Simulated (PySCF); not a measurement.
C2H4NO, SMILES CC([NH])=O, multiplicity 2. Atoms are numbered in the order given.

```xyz
8

C     -1.3379    -0.3629     0.1851
C      0.0865     0.0588    -0.0673
N      1.0577    -0.6013     0.6703
O      0.4013     0.9921    -0.7933
H     -2.0146     0.1927    -0.4762
H     -1.4458    -1.4458     0.0178
H     -1.5947    -0.1687     1.2378
H      1.9492    -0.4808     0.1675
```
Charge 0, spin multiplicity 2.

Geometry: ωB97X-D3(BJ)/def2-SVP. The isomer is the one that the SMILES or the coordinates give; other isomers of the formula were not compared. Other conformers were not sampled.

These are ωB97X/def2-TZVPD run with PySCF values and carry that method's errors.

Mulliken values depend strongly on the basis, most of all with diffuse functions as here. ESP charges are fitted to the potential on shells at 1.4 to 2.0 van der Waals radii. Atomic charges (e):

```csv
atom,ESP fit,meta-Löwdin,Mulliken spin
C1,-0.70,-0.38,0.01
C2,0.90,0.44,-0.03
N3,-0.59,-0.30,0.78
O4,-0.54,(withheld),0.26
H5,0.19,(withheld),0.00
H6,0.20,(withheld),0.00
H7,0.20,(withheld),-0.01
H8,0.34,(withheld),0.00
```

Some entries are withheld; supply them. (The exact figures need the calculation; the answer reports its results.)


- O4, meta-Löwdin: -0.41
- H5, meta-Löwdin: 0.13
- H6, meta-Löwdin: 0.13
- H7, meta-Löwdin: 0.14
- H8, meta-Löwdin: 0.24
